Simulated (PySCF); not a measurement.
An unknown shows these calculated signals:

$^{1}$H NMR (400 MHz, computed): δ 4.85 (m, 1H), 1.99 (m, 3H), 1.18 (s, 9H).

$^{13}$C{$^{1}$H} NMR (computed): δ 167.2 (C), 123.6 (CH), 32.9 (C), 31.5 (CH3), 22.4 (CH3).

Level of theory: GFN2-xTB structure, PBE0/pcSseg-1 with gauge-including orbitals, in PySCF (non-relativistic, one averaged value for each set of equivalent atoms, a single conformation, isolated molecule).

Shifts are taken against calculated references (same method and geometry level): TMS for $^{1}$H, $^{13}$C.

Problem. Which of these does the molecule contain: a non-aromatic C=C double bond, an aldehyde, a Si–H bond, a (CH3)2CH unit, a tert-butyl group?

Solution. 
- A non-aromatic C=C double bond: yes.
- An aldehyde: no.
- A Si–H bond: no.
- A (CH3)2CH unit: no.
- A tert-butyl group: yes (δC 31.5, 32.9; δH 1.18 (s)).

The data belong to `C/C(F)=C/C(C)(C)C`, C$_{7}$H$_{13}$F; they needn't prove each group on their own.

Carbon signals by region: 1 in the far downfield region (above 160 ppm), 1 in the sp2 and nitrile region (100–160 ppm), 3 below 50 ppm. Above 160 ppm: 167.2, fully substituted alkene carbon.

Splittings by $^{19}$F in the carbon and heteronuclear signals aren't shown, as no couplings were computed. Shifts are as computed. Against solution values, carbons near 30 ppm lie about +3 ppm off and those near 130 ppm about +5 ppm. Of 1211 compounds with measured shifts, 218 miss one by over three times the rms of a fit or turn the order of signals round; such compounds aren't used in these exercises. No couplings were computed; multiplicities are counted from neighbouring protons, with m where these are inequivalent, close in shift, in a saturated or five-membered ring or joined by F or P, and br s for small geminal =CH2 splittings.
